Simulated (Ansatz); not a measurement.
C₂H₂F (SMILES C=[C]F), doublet (typed; the unrestricted solution is spin-contaminated), at a GFN2-xTB geometry; HF/def2-QZVPP run with Ansatz (an electronic-structure program).

The Ansatz input:
Ansatz 0.2 input:
```yaml
crystal:
  periodic: [false, false, false]
  atoms:
    - {symbol: C, position_ang: [0.01269615, 0.41171885, -0.01137087]}
    - {symbol: C, position_ang: [1.19873388, -0.11100266, -0.02785296]}
    - {symbol: F, position_ang: [-1.19104254, -0.12604551, 0.03401395]}
    - {symbol: H, position_ang: [1.37985501, -1.18518672, -0.00369633]}
    - {symbol: H, position_ang: [2.07094770, 0.51529918, -0.06708620]}
basis:
  gaussian:
    orbitals: def2-QZVPP.json
hamiltonian:
  xc: hf
magnetization: {spin_polarized: true, initial_magnetization: 1}
```
The basis file holds def2-QZVPP in the JSON format of the Basis Set Exchange.

### Question
Write the output that Ansatz gives for this input, abridged.

### Answer

```
Functional definition: HF
820 factors; their error is unknown
mean field evaluation 1: about -4795.4241 eV, gradient 2.0e1 eV
mean field evaluation 2: about -4797.3031 eV, gradient 9.3e0 eV
mean field evaluation 4: about -4797.8309 eV, gradient 1.2e0 eV
mean field evaluation 8: about -4797.9116 eV, gradient 4.4e-1 eV
mean field evaluation 16: about -4797.9642 eV, gradient 1.9e-5 eV
mean field -4797.96424438 eV, -176.3219338039 hartree, gradient 1.9e-5 eV, S^2 0.909991; 0 other end points of the search recorded, 0 dependent functions left out
reference -4797.96424438 eV, -176.3219338039 hartree; 12, 11 occupied and 219, 220 virtual orbitals, 820 factors
Total energy: -4797.96424438 eV, -176.3219338039 hartree
```
